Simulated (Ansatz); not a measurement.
Diatomic ZrTe, multiplicity 3 (an upper state: multiplicity 1 came lower at CCSD(T)/def2-TZVPP on PBE0 minima). No spin–orbit coupling.

The constants come from a fifth-degree fit in 1/R (seven points, main isotopes). In def2 and cc sets the state is the lowest found near the PBE0 minimum, followed along R.

The values were computed with Ansatz (a first-principles code). Each number belongs to the level named beside it. In def2 rows elements past Kr take small-core potentials, without spin–orbit coupling.

```tsv
level	r_e (Å)	ω_e (cm⁻¹)	ω_e x_e (cm⁻¹)	dipole (D)
PBE/def2-TZVPP	2.551	281	0.52	4.91
PBE0/def2-TZVPP	2.533	___	0.50	5.80
wB97X-V/def2-TZVPP	___	___	0.45	6.83
```

### Question
Some entries are withheld; supply them.

### Answer

- wB97X-V/def2-TZVPP, r_e (Å): 2.521
- wB97X-V/def2-TZVPP, ω_e (cm⁻¹): 307
- PBE0/def2-TZVPP, ω_e (cm⁻¹): 294
